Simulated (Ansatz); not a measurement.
A nudged elastic band was laid between two geometries of C$_{2}$H$_{8}$BFGeO (14 atoms, charge 0, multiplicity 1).

The calculation used RKS B3LYP/def2-SVP (Ansatz 0.2.0).

```json
{
 "movable images": "9",
 "climbing image": "yes",
 "spring": "5.0 eV/Å²",
 "optimiser": "quadratic models (default)",
 "start path": "IDPP",
 "force threshold": "0.05 eV/Å",
 "iteration limit": "30",
 "end points": "relaxed"
}
```

Image 0:

```xyz
14
Properties=species:S:1:pos:R:3
C -2.313 -1.018 -0.414
O -1.262 -0.234 0.119
B -0.055 -0.726 0.460
C 1.028 0.279 0.989
F 2.139 -0.383 1.530
Ge 1.718 1.441 -0.487
H -2.591 -0.628 -1.406
H -2.019 -2.077 -0.510
H -3.191 -0.944 0.246
H 0.196 -1.904 0.325
H 0.618 0.962 1.757
H 2.892 2.275 0.065
H 0.602 2.372 -1.004
H 2.228 0.555 -1.642
```

Image 10:

```xyz
14
Properties=species:S:1:pos:R:3
C -2.241 -1.189 -0.340
O -1.201 -0.409 0.222
B 0.083 -0.808 0.290
C 1.134 0.190 0.891
F 2.373 -0.425 1.121
Ge 1.477 1.716 -0.360
H -1.868 -2.163 -0.700
H -3.019 -1.357 0.421
H -2.693 -0.640 -1.182
H 0.422 -1.891 -0.138
H 0.783 0.640 1.838
H 2.643 2.549 0.207
H 0.216 2.592 -0.497
H 1.877 1.166 -1.745
```

Question: What changes between the two ends?

Answer: No bond is made or broken. The dihedral H7–C1–O2–B3 goes from -121 to 1°. The two ends are copies of one structure, up to a mirror image or an exchange of like atoms.

Question: What energy profile does the band end with?

Answer: The forces met the threshold. The highest image is number 5 of 0 to 10, 3.3 kJ/mol above the ends, which have the same energy within 2 meV. A vibrational analysis at the climbing image gives one clearly imaginary mode, 119i cm⁻¹: a first-order saddle point.

| image | path coordinate (Å) | energy (kJ/mol) | dihedral H7–C1–O2–B3 (°) |
| --- | --- | --- | --- |
| 0 | 0.00 | 0.0 | -121 |
| 1 | 0.36 | 0.2 | -111 |
| 2 | 0.72 | 1.0 | -99 |
| 3 | 1.08 | 2.0 | -87 |
| 4 | 1.44 | 2.9 | -74 |
| 5 | 1.80 | 3.3 | -60 |
| 6 | 2.16 | 2.9 | -47 |
| 7 | 2.51 | 2.0 | -34 |
| 8 | 2.87 | 1.0 | -21 |
| 9 | 3.22 | 0.3 | -10 |
| 10 | 3.58 | 0.0 | 1 |

Question: What is the geometry of the highest image?

Answer: 
```xyz
14
Properties=species:S:1:pos:R:3
C -2.244 -1.165 -0.370
O -1.215 -0.373 0.206
B 0.061 -0.802 0.305
C 1.118 0.186 0.910
F 2.343 -0.443 1.170
Ge 1.506 1.692 -0.352
H -2.017 -1.414 -1.419
H -2.386 -2.102 0.193
H -3.179 -0.588 -0.338
H 0.386 -1.896 -0.104
H 0.756 0.653 1.845
H 2.669 2.519 0.231
H 0.258 2.582 -0.529
H 1.931 1.120 -1.720
```

Question: What are the harmonic wavenumbers there?

Answer: 119i, 64, 107, 110, 173, 217, 234, 379, 405, 500, 549, 644, 822, 878, 884, 890, 990, 1011, 1031, 1059, 1146, 1172, 1219, 1293, 1406, 1468, 1476, 1500, 2128, 2136, 2140, 2576, 3025, 3038, 3108, 3136 cm⁻¹.

Time of the run: 4.9 min on 2 threads of Arm Neoverse V1, on a shared host, peak memory 0.45 GiB.
